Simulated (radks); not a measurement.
Re1.75+, 73.25 electrons, occupied as [Xe] 4f14 6s(up 0.5, down 0.5) 5d(up 4, down 0.25) (fractional occupations, a model configuration).

Method: scalar-relativistic Kohn-Sham, r2SCAN, spin-polarised, spherical densities, finite nucleus; meta-GGA in the generalised Kohn-Sham scheme; Fermi nuclear charge, rms radius 5.3698 fm; computed with a radial shooting solver on a logarithmic mesh with Libxc functionals.

Energy parts (Ry):
| part | energy |
|---|---|
| total | -33381.1020 |
| kinetic | 36877.2509 |
| electron-nucleus | -82534.5779 |
| Hartree | 12937.3047 |
| exchange-correlation | -661.0797 |

Orbitals (lengths in bohr, moments of r in powers of bohr):
| orbital | occ. | eigenvalue (Ry) | <1/r> | <r^4> |
|---|---|---|---|---|
| 1s up | 1 | -5273.348 | 88.72 | 5.465e-07 |
| 1s down | 1 | -5273.350 | 88.72 | 5.465e-07 |
| 2s up | 1 | -917.2734 | 20.78 | 0.00008173 |
| 2s down | 1 | -917.2506 | 20.78 | 0.00008173 |
| 2p up | 3 | -800.5216 | 18.75 | 0.00006463 |
| 2p down | 3 | -800.5043 | 18.75 | 0.00006463 |
| 3s up | 1 | -214.0467 | 7.707 | 0.002983 |
| 3s down | 1 | -214.0454 | 7.707 | 0.002983 |
| 3p up | 3 | -179.4593 | 7.094 | 0.003228 |
| 3p down | 3 | -179.4562 | 7.094 | 0.003228 |
| 3d up | 5 | -140.1655 | 6.689 | 0.002499 |
| 3d down | 5 | -140.1532 | 6.688 | 0.002499 |
| 4s up | 1 | -46.07140 | 3.270 | 0.06948 |
| 4s down | 1 | -46.05452 | 3.269 | 0.06953 |
| 4p up | 3 | -34.67554 | 2.971 | 0.09256 |
| 4p down | 3 | -34.66111 | 2.970 | 0.09255 |
| 4d up | 5 | -20.30140 | 2.646 | 0.1350 |
| 4d down | 5 | -20.28388 | 2.646 | 0.1346 |
| 4f up | 7 | -4.38153 | 2.160 | 0.4095 |
| 4f down | 7 | -4.34731 | 2.168 | 0.3862 |
| 5s up | 1 | -7.69138 | 1.283 | 2.187 |
| 5s down | 1 | -7.53969 | 1.298 | 2.090 |
| 5p up | 3 | -4.85237 | 1.085 | 4.181 |
| 5p down | 3 | -4.64368 | 1.102 | 3.976 |
| 5d up | 4 | -1.63451 | 0.7456 | 21.40 |
| 5d down | 0.25 | -1.37412 | 0.7393 | 25.88 |
| 6s up | 0.5 | -1.45001 | 0.4854 | 89.15 |
| 6s down | 0.5 | -1.30200 | 0.4459 | 116.2 |

The highest occupied level is 6s down at -17.715 eV. Spin moment in Bohr magnetons: 3.75. The density falls to 0.001 e/bohr^3 at r = 4.01 bohr. The spin density at the nucleus is -7.78 e/bohr^3 (1s 0.12, 2s -2.58, 3s 0.78, 4s 3.95, 5s -25.80, 6s 15.75). Summed over all electrons, <r^2> = 46.96 bohr^2, which gives a Langevin (diamagnetic) susceptibility term of -37.2 x 10^-6 cm^3/mol. The electron density at the nucleus is 1.648e+06 e/bohr^3 (large components only).
